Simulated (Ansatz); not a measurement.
Molecule: C$_{2}$H$_{10}$NSi$_{2}$ (charge 0, doublet). It need not be the lowest isomer of its formula. 
Geometry from a B3LYP-D3(BJ)/def2-TZVP (Ansatz, a quantum-chemistry and plane-wave program) optimisation:
SMILES: [N]([SiH3])[SiH](C)C
```xyz
15

Si    -0.8701    -0.2286    -0.2624
C     -1.4612     1.4198    -0.9456
C     -2.0412    -0.9016     1.0305
N      0.6625     0.0978     0.4685
Si     2.3204    -0.0765     0.0522
H     -0.7749    -1.2060    -1.3836
H     -2.4445     1.2886    -1.4040
H     -0.7796     1.8028    -1.7061
H     -1.5443     2.1604    -0.1491
H     -3.0207    -1.1024     0.5895
H     -1.6653    -1.8354     1.4523
H     -2.1670    -0.1872     1.8460
H      2.5912    -0.2923    -1.3940
H      3.0775     1.1171     0.4990
H      2.7992    -1.2673     0.8044
```
Charge 0, spin multiplicity 2.

Dipole moments at this geometry, in debye (magnitudes).

```csv
level,program,dipole (D)
SVWN5/def2-TZVPD,Ansatz,…
PBE/def2-TZVPD,Ansatz,1.08
revPBE/def2-TZVPD,Ansatz,1.09
B97M-V/def2-TZVPD,Ansatz,1.13
PBE0/def2-TZVPD,Ansatz,0.95
HSE06/def2-TZVPD,Ansatz,0.96
CAM-B3LYP/def2-TZVPD,Ansatz,0.89
wB97X-V/def2-TZVPD,Ansatz,0.90
CCSD(T)/aug-cc-pV(D+d)Z,Ansatz,…
```

Q: What belongs in the gaps?

A: 
- SVWN5/def2-TZVPD, dipole (D): 1.07
- CCSD(T)/aug-cc-pV(D+d)Z, dipole (D): 0.89
